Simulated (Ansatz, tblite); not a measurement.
Cost and result up the ladder for the cluster Mg2O2⁻ (4 atoms). Total charge -1; doublet. Geometry: B3LYP-D4/def2-TZVPD.

```xyz
4

Mg    0.683    1.022    0.075
Mg   -0.683   -1.022   -0.075
O     0.731   -0.402   -1.170
O    -0.731    0.402    1.170
```

Ansatz on 4 threads of Arm Neoverse V2 on a shared host; xTB runs through tblite on one thread. Times are rough, summed over both states, and most runs start from the orbitals of an earlier one. B2PLYP/def2-TZVPD serves as the yardstick here, not as an exact answer. The other state is a quartet at its own geometry.

The xTB rows come from tblite. B3LYP takes the VWN-RPA correlation. Correlated methods freeze 4 core orbitals; core or outer-core shells of Mg are correlated, in sets that lack core-valence functions. The structure comes from a short search, and lower isomers may exist.

Run but left out: HF/STO-3G, HF/def2-TZVPD, HF/def2-TZVPPD, MP2/def2-TZVPD, MP2/def2-TZVPPD, CCSD/def2-TZVPPD, CCSD(T)/def2-TZVPPD (doublet: ⟨S²⟩ 1.32 to 1.49, where a pure state has 0.75).

Correlated methods converge slowly with the basis.

xTB has no spin-polarisation term.

```json
{"level": "GFN1-xTB", "functions": "16", "wall time": "0.003 s"}
{"level": "GFN2-xTB", "functions": "26", "wall time": "0.006 s"}
{"level": "revPBE-D4/def2-TZVPD", "functions": "150", "wall time": "3.5 s"}
{"level": "PBE-D4/def2-TZVPD (with forces)", "functions": "150", "wall time": "3.7 s"}
{"level": "PBE0-D4/def2-TZVPD", "functions": "150", "wall time": "5.1 s"}
{"level": "B3LYP-D4/def2-TZVPD", "functions": "150", "wall time": "5.8 s"}
{"level": "RPA@PBE/def2-TZVPD", "functions": "150", "wall time": "6.7 s"}
{"level": "B2PLYP/def2-TZVPD", "functions": "150", "wall time": "7.7 s"}
{"level": "r2SCAN-D4/def2-TZVPD", "functions": "150", "wall time": "8.5 s"}
{"level": "CAM-B3LYP-D4/def2-TZVPD", "functions": "150", "wall time": "9 s"}
{"level": "ωB97M-V/def2-TZVPD", "functions": "150", "wall time": "29 s"}
```

(1) Estimate what each level gives for the quartet − doublet (eV).

Answers

(1) 
| level | quartet − doublet (eV) | difference from B2PLYP/def2-TZVPD (eV) | remarks |
| --- | --- | --- | --- |
| GFN1-xTB | 2.33 | 1.09 | – |
| GFN2-xTB | 2.87 | 1.64 | – |
| revPBE-D4/def2-TZVPD | 0.99 | -0.24 | HOMO above zero (doublet), HOMO above zero (quartet) |
| PBE-D4/def2-TZVPD (with forces) | 1.10 | -0.13 | HOMO above zero (doublet), HOMO above zero (quartet) |
| PBE0-D4/def2-TZVPD | 0.93 | -0.31 | HOMO above zero (doublet) |
| B3LYP-D4/def2-TZVPD | 1.04 | -0.19 | HOMO above zero (doublet), HOMO above zero (quartet) |
| RPA@PBE/def2-TZVPD | 0.90 | -0.34 | – |
| B2PLYP/def2-TZVPD | 1.23 | 0.00 | – |
| r2SCAN-D4/def2-TZVPD | 0.94 | -0.29 | HOMO above zero (doublet), HOMO above zero (quartet) |
| CAM-B3LYP-D4/def2-TZVPD | 1.01 | -0.23 | – |
| ωB97M-V/def2-TZVPD | 1.28 | 0.04 | – |
